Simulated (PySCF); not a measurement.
PySCF 2.14 output of an unrestricted r2SCANh calculation on a single atom or ion in x2c-TZVPPall, with the spin-free X2C one-electron Hamiltonian (Gaussian nucleus):

```
SCF conv_tol = 1e-09
number electrons alpha = 17  beta = 14
    M. Bursch, H. Neugebauer, S. Ehlert, and S. Grimme.,  J. Chem. Phys. 156, 134105 (2022)
cycle= 1 E= -2259.32423392457  delta_E= -0.00579  |g|= 0.0976  |ddm|= 0.119
cycle= 2 E= -2259.32432915564  delta_E= -9.52e-05  |g|= 0.0912  |ddm|= 0.0627
cycle= 3 E= -2259.32524470952  delta_E= -0.000916  |g|= 0.00115  |ddm|= 0.0284
cycle= 4 E= -2259.32524487451  delta_E= -1.65e-07  |g|= 4.48e-05  |ddm|= 0.000623
cycle= 5 E= -2259.32524487485  delta_E= -3.33e-10  |g|= 1.86e-06  |ddm|= 2.15e-05
converged SCF energy = -2259.32524487485  <S^2> = 3.7513682  2S+1 = 4.0006841
```

The run itself started from symmetry-adapted Hartree-Fock orbitals and held the occupation by maximum overlap, on a logarithmic radial grid, so the iterations belong to that start.

**Question.** Which element, charge and spin multiplicity is this?

**Answer.** As²⁺ (arsenic, charge +2), multiplicity 4; the state was [Ar] 3d10 4s1 4p2, high-spin 4P determinant (an excited configuration).
